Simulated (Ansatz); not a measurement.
C$_{2}$H$_{4}$AlClGe (`Cl[C]1=[CH][GeH2][AlH]1`). The species carries charge 0 and has multiplicity 1. The geometry is a stationary point of PBE0-D4/def2-TZVP.

```xyz
9

Cl    0.402    2.908   -0.630
C     0.124    1.211   -0.394
C     0.384    0.598    0.777
Ge   -0.072   -1.324    0.622
Al   -0.553   -0.236   -1.514
H     0.783    1.123    1.645
H     1.156   -2.222    0.867
H    -1.158   -1.734    1.636
H    -1.067   -0.324   -3.009
```

Task: What is the dipole moment at B3LYP/def2-TZVPP? (Best estimate.)

Result: Computed: 1.48 D, with components (-0.42, -1.37, -0.39) D in this frame, pointing from negative to positive charge.

Task: And with PBE, r2SCAN, ωB97M-V? (Estimate.)

Result: The calculation gave: PBE 1.26 D, r2SCAN 1.39 D, ωB97M-V 1.57 D.

Task: Give the Mulliken charges with B3LYP, ωB97M-V, r2SCAN in def2-TZVPP. (Best estimate.)

Result: Ansatz gave: 
```
atom  B3LYP  ωB97M-V  r2SCAN
 Cl1  -0.12    -0.09   -0.13
  C2  -0.10    -0.15   -0.16
  C3  -0.16    -0.18   -0.09
 Ge4   0.04    -0.03   -0.01
 Al5   0.38     0.39    0.49
  H6   0.10     0.11    0.07
  H7  -0.02     0.01   -0.02
  H8  -0.02     0.01   -0.02
  H9  -0.10    -0.07   -0.12
```

B3LYP here is the variant with VWN-RPA as its local correlation; programs differ in this.
